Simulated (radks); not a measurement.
Values are calculated unless marked as measured or tabulated.
Q: The hafnium ion Hf+, configuration [Xe] 4f14 5d1 6s2. Code: a radial shooting solver on a logarithmic mesh with Libxc functionals. Model: Dirac Kohn-Sham, PBEsol, spin-unpolarised, spherical densities, finite nucleus; open shells are shared between the two j in proportion to 2j + 1; Fermi nuclear charge, rms radius 5.347 fm. Some entries of the table are withheld. Estimate them.

orbital  occ.  eigenvalue (hartree)  <r^2> (bohr^2)
1s1/2       2             -2394.695       0.0004955
2s1/2       2             -409.5951        0.007588
2p1/2       2             -391.3256        0.005434
2p3/2       4             -347.5535        0.006640
3s1/2       2                   (1)         0.04972
3p1/2       2             -85.45529         0.04573
3p3/2       4             -76.07611         0.05240
3d3/2       4             -62.28478         0.04081
3d5/2       6             -60.23831         0.04265
4s1/2       2             -19.11274          0.2479
4p1/2       2             -15.78278          0.2568
4p3/2       4             -13.63355          0.2935
4d3/2       4              -8.15171          0.3246
4d5/2       6              -7.75813          0.3388
5s1/2       2              -2.79986           1.445
5p1/2       2              -1.85266           1.802
5p3/2       4              -1.56264           2.123
4f5/2       6              -0.99647          0.5781
4f7/2       8              -0.93229          0.6021
6s1/2       2              -0.43688           10.84
5d3/2     0.4                   (2)           5.393
5d5/2     0.6                   (3)           5.769

A: 
(1) 3s1/2 eigenvalue (hartree): -93.57780
(2) 5d3/2 eigenvalue (hartree): -0.40681
(3) 5d5/2 eigenvalue (hartree): -0.38591
